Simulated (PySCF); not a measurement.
# SMILES O[SiH2]O/C=C\Cl, C2H5ClO2Si

Molfile (atoms numbered from 1):
```
C2H5ClO2Si
     RDKit          3D

 11 10  0  0  0  0  0  0  0  0999 V2000
    1.7822   -1.9775   -0.1687 O   0  0  0  0  0  0  0  0  0  0  0  0
    1.6294   -0.3648   -0.0684 Si  0  0  0  0  0  4  0  0  0  0  0  0
    0.1310    0.1118    0.3904 O   0  0  0  0  0  0  0  0  0  0  0  0
   -0.6872   -0.3269    1.3531 C   0  0  0  0  0  0  0  0  0  0  0  0
   -1.7954    0.3062    1.7190 C   0  0  0  0  0  0  0  0  0  0  0  0
   -2.2909    1.7893    1.0037 Cl  0  0  0  0  0  0  0  0  0  0  0  0
    1.2777   -2.5181   -0.7717 H   0  0  0  0  0  0  0  0  0  0  0  0
    2.6223   -0.0763    0.9523 H   0  0  0  0  0  0  0  0  0  0  0  0
    1.6928    0.3255   -1.3428 H   0  0  0  0  0  0  0  0  0  0  0  0
   -0.4204   -1.2576    1.8427 H   0  0  0  0  0  0  0  0  0  0  0  0
   -2.4502   -0.0681    2.4859 H   0  0  0  0  0  0  0  0  0  0  0  0
  1  2  1  0
  2  3  1  0
  3  4  1  0
  4  5  2  0
  5  6  1  0
  1  7  1  0
  2  8  1  0
  2  9  1  0
  4 10  1  0
  5 11  1  0
M  END
```

Method: GIAO PBE/pcSseg-1 magnetisability, rotational g tensor and spin-rotation constants, non-relativistic, gas phase in PySCF. Geometry: GFN2-xTB, dihedral held. The dihedral O1–Si2–O3–C4 is held at 45°.

**Question.** Give the nuclear spin-rotation constants along the inertial axes (H = +C I·J) beside the isotropic shieldings.

**Answer.** Rotational constants 8.0062, 0.9077, 0.8410 GHz. A star marks the isotopologue with that one atom substituted, in its own axes.
```csv
atom,isotope,Caa (kHz),Cbb (kHz),Ccc (kHz),mean (kHz),σ (ppm)
Cl6,35Cl,2.249,0.194,0.139,0.861,775.2
H7,1H,-1.033,-0.103,0.007,-0.376,29.5
H8,1H,-0.644,-0.082,0.037,-0.230,26.6
H9,1H,-0.754,0.015,-0.039,-0.259,26.5
H10,1H,-0.381,0.040,-0.085,-0.142,24.6
H11,1H,-0.431,0.024,-0.090,-0.166,26.3
O1,17O*,-0.632,-0.087,-0.098,-0.272,277.2
Si2,29Si*,-4.957,-0.540,-0.510,-2.002,369.0
O3,17O*,-1.970,-0.184,-0.080,-0.745,176.3
C4,13C*,2.537,0.430,0.181,1.049,40.7
C5,13C*,2.153,0.363,0.166,0.894,71.0
```
For the geometry as given, no vibrational averaging.
